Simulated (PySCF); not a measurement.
Energy of Sc(2+) (scandium, charge +2) between two integer charges

The 3d alpha orbital of [Ar] 3d1 is emptied in steps (occupation f), with all orbitals relaxed, ending at [Ar]. Computed with PySCF 2.14 in jorge-DZP-DKH, with scalar relativity by spin-free X2C-1e. The exact energy is a straight line in f; departures are measured from the line between the end points of the same method.

```
   f  PBE0 (eV)  r2SCAN (eV)  LC-wPBE (eV)
   1      0.000        0.000         0.000
0.75     -0.940       -1.204        -0.403
 0.5     -1.262       -1.616        -0.544
0.25     -0.952       -1.215        -0.412
   0      0.000        0.000         0.000
```

Task: For LC-wPBE, how does the orbital energy at f = 1 compare with the removal energy?

Result: −ε = 23.248 eV against a total-energy difference of 25.365 eV. By Janak's theorem ε = ∂E/∂f, so the gap between them reflects the curvature. Along the path −ε is 24.269 (f = 0.75), 25.341 (f = 0.5), 26.449 (f = 0.25) eV.

| method | E(f=0) − E(f=1) (eV) | −ε at f=1 (eV) | −ε at f=0.5 (eV) |
| --- | --- | --- | --- |
| PBE0 | 25.266 | 20.295 | 25.234 |
| r2SCAN | 25.206 | 18.844 | 25.175 |
| LC-wPBE | 25.365 | 23.248 | 25.341 |

Reference removal energy between the ground levels: 24.757 eV (measured; NIST Atomic Spectra Database, ionization energies). The calculation has no spin-orbit coupling.
